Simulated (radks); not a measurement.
Values are calculated unless marked as measured or tabulated.
The lead ion Pb2+, configuration [Xe] 4f14 5d10 6p(up 1, down 1) 6s(up 0, down 0) (spins set by hand, not the high-spin state). Code: a radial shooting solver on a logarithmic mesh with Libxc functionals. Model: scalar-relativistic Kohn-Sham, r2SCAN, spin-polarised, spherical densities, finite nucleus; meta-GGA in the generalised Kohn-Sham scheme; Fermi nuclear charge, rms radius 5.5012 fm.

Normalised radial functions P(r) = r R(r), r in bohr:

| r | 4f | 5p |
|---|---|---|
| 0.001304 | 0.0000 | 0.0045 |
| 0.001768 | 0.0000 | 0.0074 |
| 0.002396 | 0.0000 | 0.0121 |
| 0.003247 | 0.0000 | 0.0198 |
| 0.0044 | 0.0000 | 0.0321 |
| 0.005964 | 0.0000 | 0.0514 |
| 0.008082 | 0.0001 | 0.0807 |
| 0.01095 | 0.0002 | 0.1232 |
| 0.01485 | 0.0007 | 0.1797 |
| 0.02012 | 0.0022 | 0.2455 |
| 0.02727 | 0.0062 | 0.3030 |
| 0.03695 | 0.0172 | 0.3158 |
| 0.05008 | 0.0449 | 0.2324 |
| 0.06788 | 0.1094 | 0.0193 |
| 0.09126 | 0.2389 | -0.2640 |
| 0.1237 | 0.4776 | -0.4463 |
| 0.1676 | 0.8317 | -0.2772 |
| 0.2272 | 1.2290 | 0.2416 |
| 0.3079 | 1.5030 | 0.6462 |
| 0.4172 | 1.4771 | 0.3830 |
| 0.5655 | 1.1406 | -0.4513 |
| 0.7664 | 0.6761 | -1.1201 |
| 1.039 | 0.2975 | -1.1064 |
| 1.408 | 0.0914 | -0.6421 |
| 1.908 | 0.0179 | -0.2263 |
| 2.586 | 0.0020 | -0.0454 |
| 3.504 | 0.0001 | -0.0047 |
| 4.749 | 0.0000 | -0.0002 |
| 6.436 | 0.0000 | 0.0000 |
| 8.723 | 0.0000 | 0.0000 |

4f: eigenvalue -154.89 eV, 0 radial nodes, <r> = 0.454 bohr, 90 % of the charge inside 0.720 bohr. 5p: eigenvalue -108.50 eV, 3 radial nodes at r = 0.0693, 0.200, 0.485 bohr, <r> = 0.977 bohr, 90 % of the charge inside 1.41 bohr.
